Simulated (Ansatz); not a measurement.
Compare A (`O[SiH2]S[SiH3]`) with its isomer B (`O[SiH2][SiH2]S`).

Isolated molecules relaxed with PBE0-D4/def2-TZVP in Ansatz; ΔE leaves out vibrations. CCSD(T)/CBS is the MP2 limit (def2-TZVPP, def2-QZVPP) plus CCSD(T) − MP2 in def2-TZVPP, frozen cores. Functionals use def2-TZVPP. B3LYP here is the variant with VWN-RPA as its local correlation; programs differ in this. Each species was taken in one conformer, which may not be the lowest.

(1) Which isomer does CCSD(T)/CBS put lower? Give the gap. (An estimate is asked.)

(2) Give E(B) − E(A) in kJ/mol with PBE0-D4, HF/def2-TZVPP, B3LYP-D4, PBE-D4, ωB97M-V, MP2/def2-TZVPP, CCSD(T)/def2-TZVPP. (An estimate is asked.)

Largest T1 diagnostic: 0.012.

Results:

(1) The calculation gave: A, by 80.6 kJ/mol.

(2) The calculation gave: PBE0-D4 72.1, HF/def2-TZVPP 88.2, B3LYP-D4 75.9, PBE-D4 66.7, ωB97M-V 83.1, MP2/def2-TZVPP 89.4, CCSD(T)/def2-TZVPP 79.4. None reverses the order clearly.

From PBE to PBE0 (25 % exact exchange), in def2-TZVPP and without D4, E(B) − E(A) moves by +5.7 kJ/mol.
